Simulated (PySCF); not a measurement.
Isomers of C3H10F2OSi3.

All values: PBE0/pcSseg-1 (PySCF) at GFN2-xTB geometries, gas phase, one conformer each.

**Question.** Rank by HOMO–LUMO gap, highest first.
A. `[OH:1][CH2:2][C:3]([F:4])([F:5])[Si@@H:6]1[CH2:7][SiH2:8][SiH2:9]1` with H–O1–C2–C3 -73°, O1–C2–C3–F4 -161°, C2–C3–Si6–C7 -171°, C3–Si6–C7–Si8 -102°, Si6–C7–Si8–Si9 -7°, C7–Si8–Si9–Si6 6°, C3–Si6–Si9–Si8 100°
B. `[F:1][CH2:2][SiH2:3]/[C:4]([F:5])=[CH:6]\[SiH2:7][O:8][SiH3:9]` with F1–C2–Si3–C4 -177°, C2–Si3–C4–F5 0°, C4–C6–Si7–O8 5°, C6–Si7–O8–Si9 169°
C. `[CH3:1][C:2](=[O:3])[Si:4]([SiH3:5])([SiH3:6])[CH:7]([F:8])[F:9]` with C1–C2–Si4–Si5 112°, C2–Si4–C7–F8 -59°
D. `[F:1][C@@H:2]1[CH2:3][SiH2:4][Si@@:5]([F:6])([O:7][SiH3:8])[CH2:9]1` with Si4–Si5–O7–Si8 -91°, F1–C2–C3–Si4 -66°, C2–C3–Si4–Si5 -30°, C3–Si4–Si5–F6 121°, Si4–Si5–C9–C2 21°

**Answer.** D (7.37 eV), B (6.97 eV), A (6.60 eV), C (5.65 eV).

**Question.** Rank by HOMO energy, lowest first.
A. `[F:1][CH2:2][SiH2:3]/[C:4]([F:5])=[CH:6]\[SiH2:7][O:8][SiH3:9]` with F1–C2–Si3–C4 -177°, C2–Si3–C4–F5 0°, C4–C6–Si7–O8 5°, C6–Si7–O8–Si9 169°
B. `[F:1][C@@H:2]1[CH2:3][SiH2:4][Si@@:5]([F:6])([O:7][SiH3:8])[CH2:9]1` with Si4–Si5–O7–Si8 -91°, F1–C2–C3–Si4 -66°, C2–C3–Si4–Si5 -30°, C3–Si4–Si5–F6 121°, Si4–Si5–C9–C2 21°
C. `[CH3:1][C:2](=[O:3])[Si:4]([SiH3:5])([SiH3:6])[CH:7]([F:8])[F:9]` with C1–C2–Si4–Si5 112°, C2–Si4–C7–F8 -59°

**Answer.** A (-7.85 eV), B (-7.60 eV), C (-6.97 eV).

**Question.** Rank by the lowest Hirshfeld charge on any atom, highest value first.
A. `[F:1][C@@H:2]1[CH2:3][SiH2:4][Si@@:5]([F:6])([O:7][SiH3:8])[CH2:9]1` with Si4–Si5–O7–Si8 -91°, F1–C2–C3–Si4 -66°, C2–C3–Si4–Si5 -30°, C3–Si4–Si5–F6 121°, Si4–Si5–C9–C2 21°
B. `[CH3:1][C:2](=[O:3])[Si:4]([SiH3:5])([SiH3:6])[CH:7]([F:8])[F:9]` with C1–C2–Si4–Si5 112°, C2–Si4–C7–F8 -59°
C. `[F:1][CH2:2][SiH2:3]/[C:4]([F:5])=[CH:6]\[SiH2:7][O:8][SiH3:9]` with F1–C2–Si3–C4 -177°, C2–Si3–C4–F5 0°, C4–C6–Si7–O8 5°, C6–Si7–O8–Si9 169°
D. `[OH:1][CH2:2][C:3]([F:4])([F:5])[Si@@H:6]1[CH2:7][SiH2:8][SiH2:9]1` with H–O1–C2–C3 -73°, O1–C2–C3–F4 -161°, C2–C3–Si6–C7 -171°, C3–Si6–C7–Si8 -102°, Si6–C7–Si8–Si9 -7°, C7–Si8–Si9–Si6 6°, C3–Si6–Si9–Si8 100°

**Answer.** B (-0.225 e), D (-0.256 e), C (-0.287 e), A (-0.305 e).

All values together:

| SMILES | μ (D) | HOMO (eV) | LUMO (eV) | lowest IAO charge (e) | highest IAO charge (e) | lowest Hirshfeld charge (e) | highest Hirshfeld charge (e) |
| --- | --- | --- | --- | --- | --- | --- | --- |
| F[C@@H]1C[SiH2][Si@@](F)(O[SiH3])C1 | 2.94 | -7.60 | -0.24 | -0.876 (O) | +1.263 (Si) | -0.305 (O) | +0.422 (Si) |
| CC(=O)[Si]([SiH3])([SiH3])C(F)F | 1.83 | -6.97 | -1.32 | -0.476 (C) | +0.343 (Si) | -0.225 (O) | +0.225 (Si) |
| FC[SiH2]/C(F)=C\[SiH2]O[SiH3] | 2.48 | -7.85 | -0.88 | -0.890 (O) | +1.031 (Si) | -0.287 (O) | +0.411 (Si) |
| OCC(F)(F)[Si@@H]1C[SiH2][SiH2]1 | 0.98 | -7.56 | -0.96 | -0.813 (C) | +0.586 (Si) | -0.256 (C) | +0.249 (Si) |

Conformers: `[F:1][C@@H:2]1[CH2:3][SiH2:4][Si@@:5]([F:6])([O:7][SiH3:8])[CH2:9]1` with Si4–Si5–O7–Si8 -91°, F1–C2–C3–Si4 -66°, C2–C3–Si4–Si5 -30°, C3–Si4–Si5–F6 121°, Si4–Si5–C9–C2 21°; `[CH3:1][C:2](=[O:3])[Si:4]([SiH3:5])([SiH3:6])[CH:7]([F:8])[F:9]` with C1–C2–Si4–Si5 112°, C2–Si4–C7–F8 -59°; `[F:1][CH2:2][SiH2:3]/[C:4]([F:5])=[CH:6]\[SiH2:7][O:8][SiH3:9]` with F1–C2–Si3–C4 -177°, C2–Si3–C4–F5 0°, C4–C6–Si7–O8 5°, C6–Si7–O8–Si9 169°; `[OH:1][CH2:2][C:3]([F:4])([F:5])[Si@@H:6]1[CH2:7][SiH2:8][SiH2:9]1` with H–O1–C2–C3 -73°, O1–C2–C3–F4 -161°, C2–C3–Si6–C7 -171°, C3–Si6–C7–Si8 -102°, Si6–C7–Si8–Si9 -7°, C7–Si8–Si9–Si6 6°, C3–Si6–Si9–Si8 100°.
